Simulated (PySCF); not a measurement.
CH8FNSi2, SMILES N[SiH2][SiH2]CF.

Geometry optimised at ωB97X-D3(BJ)/def2-SVP. This is a generated structure with no PubChem entry under its InChIKey; it may be hypothetical. One conformer was computed; it need not be the lowest.

Level of theory: SMD-M06-2X/6-31G* run with PySCF.

Solvation free energies are E(SMD) − E(gas) at the gas-phase geometry, for 1 M in both phases. In vacuum the dipole moment is 0.73 D.

Task: Rank water, toluene, 2-propanol by solvation free energy, most negative first.

Result: 2-propanol (-3.7 kcal/mol), toluene (-1.7 kcal/mol), water (0.2 kcal/mol)
